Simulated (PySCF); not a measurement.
**Shapes and spin states of H2RuO**

All numbers come from PySCF, PBE0, basis Ru def2-TZVP with ECP28, O def2-TZVP, H def2-TZVP (scalar-relativistic core potentials, no spin–orbit coupling, density fitting).

Relaxations began from a few typed shapes and spin states; open shells are unrestricted. The search is not exhaustive: other isomers or separated fragments can lie lower, and high-lying points may rest on an excited occupation.

```tsv
spin	group	bonds	angles	imaginary modes (cm⁻¹)	ΔE (kJ/mol)	ΔE with ZPE (kJ/mol)
triplet	Cs	Ru–H 1.568 Å (×2), Ru–O 1.658 Å	H–Ru–H 84.4°, H–Ru–O 104.3° (×2)	none	0.0	0.0
broken-symmetry Ms = 0 (⟨S²⟩ 0.98)	Cs	Ru–H 1.571 Å (×2), Ru–O 1.652 Å	H–Ru–H 86.3°, H–Ru–O 106.5° (×2)	none	27.8	27.0
singlet (closed shell, unstable to spin polarisation)	Cs	Ru–H 1.592 Å (×2), Ru–O 1.617 Å	H–Ru–H 105.9°, H–Ru–O 115.4° (×2)	none	62.1	61.3
singlet (closed shell, unstable to spin polarisation)	C2v	Ru–H 1.615 Å (×2), Ru–O 1.589 Å	H–Ru–H 124.3°, H–Ru–O 117.8° (×2)	450i	75.4	–
quintet	C2v	H–H 0.784 Å, Ru–H 1.985 Å (×2), Ru–O 1.708 Å	H–H–Ru 78.6° (×2), H–Ru–H 22.8°, H–Ru–O 168.6° (×2)	none	83.6	82.2
quintet	Cs	Ru–H 1.625 Å (×2), Ru–O 1.752 Å	H–Ru–H 91.5°, H–Ru–O 132.3° (×2)	none	161.6	152.8
```

The lowest minimum found is the triplet Cs: Ru–H 1.568 Å (×2), Ru–O 1.658 Å; H–Ru–H 84.4°, H–Ru–O 104.3° (×2).

For the lowest minimum: other spin states or occupations of the open shell can lie lower.

The electron or spin density has lower symmetry than the nuclear frame for the broken-symmetry Ms = 0 (⟨S²⟩ 0.98) Cs at 27.8 kJ/mol, quintet C2v at 83.6 kJ/mol.
